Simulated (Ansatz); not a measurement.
Q: Predict a relaxed structure of the cluster Ag₅Te₂⁺ (the lowest singlet isomer of a short search), charge 1, singlet, at PBE-D4/def2-SVP (Ansatz).

A: 
```xyz
7

Ag    1.713    1.434    2.096
Ag   -0.745   -2.788    0.367
Ag    1.203   -0.564    0.199
Ag    0.160    1.295   -1.639
Ag   -1.669   -0.083    0.066
Te   -0.456    2.303    0.878
Te   -0.206   -1.598   -1.967
```
 This is one stationary point.

In the def2 sets Ag, Te take a core potential; there is no spin–orbit coupling. The relaxation made no stability test and no search for a lower SCF solution. No other spin state of charge 1 was run. Another isomer (singlet) lies 0.05 eV lower at PBE0-D4/def2-TZVP; other spin states weren't run for this one.
